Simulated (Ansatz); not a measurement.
Z-matrix (Å, degrees):
```
Si
H 1 1.4982
H 1 1.4984 2 108.66
Si 1 2.3449 2 109.33 3 117.70
F 4 1.6258 1 108.96 2 49.57
H 4 1.4939 5 105.61 1 125.23
S 4 2.1412 6 109.01 5 -119.92
H 7 1.3553 4 94.71 6 36.66
Si 1 2.3469 2 110.78 3 -121.57
H 9 1.4948 1 109.63 2 -58.49
H 9 1.4955 10 109.07 1 119.77
H 9 1.4962 10 109.12 11 118.95
```
Charge 0, spin multiplicity 1.

Computed with Ansatz (a first-principles code) with frozen-core CCSD(T)/cc-pVTZ // PBE-D3(BJ)/def2-TZVP.

```json
{
  "HF energy": "-1368.03123 Ha",
  "MP2 correlation energy": "-0.80082 Ha"
}
```

Question: Estimate the CCSD correlation energy, the (T) correction, the total energy and the T1 diagnostic.

Answer: 
```
Quantity                         Result
-----------------------  --------------
CCSD correlation energy     -0.87266 Ha
(T) correction              -0.03234 Ha
CCSD(T) total energy     -1368.93622 Ha
T1 diagnostic                     0.013
```
